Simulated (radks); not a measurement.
Results of a calculation; reference values are marked as such.
Species: the chlorine ion Cl3+. Configuration: [Ne] 3s2 3p2.

Level of theory: scalar-relativistic Kohn-Sham, BLYP, spin-polarised, spherical densities, finite nucleus; open shells are filled with parallel spins first; Fermi nuclear charge, rms radius 3.3654 fm (a radial shooting solver on a logarithmic mesh with Libxc functionals).

Energy parts (hartree):
| part | energy |
|---|---|
| total | -458.84454 |
| kinetic | 461.02174 |
| electron-nucleus | -1071.97940 |
| Hartree | 179.20247 |
| exchange-correlation | -27.08936 |

Orbitals (lengths in bohr, moments of r in powers of bohr; r(max) is where P^2 peaks; r(90%) holds 90 % of the orbital's charge):
orbital,occ.,eigenvalue (hartree),r(90%),<1/r>,r(max)
1s up,1,-102.8762,0.162,16.68,0.05946
1s down,1,-102.8592,0.162,16.68,0.05946
2s up,1,-10.93222,0.694,3.313,0.3613
2s down,1,-10.91661,0.694,3.312,0.3615
2p up,3,-8.70559,0.674,3.215,0.3006
2p down,3,-8.68362,0.673,3.214,0.3010
3s up,1,-2.20146,2.06,0.9977,1.224
3s down,1,-2.09378,2.09,0.9951,1.221
3p up,2,-1.69444,2.28,0.8989,1.302

The highest occupied level is 3p up at -46.108 eV. Spin moment in Bohr magnetons: 2. Summed over all electrons, <r^2> = 11.45 bohr^2, which gives a Langevin (diamagnetic) susceptibility term of -9.07 x 10^-6 cm^3/mol. The electron density at the nucleus is 3615 e/bohr^3 (large components only).

Empty levels of this run are not shown, since the potential may be unsettled where no density lies.
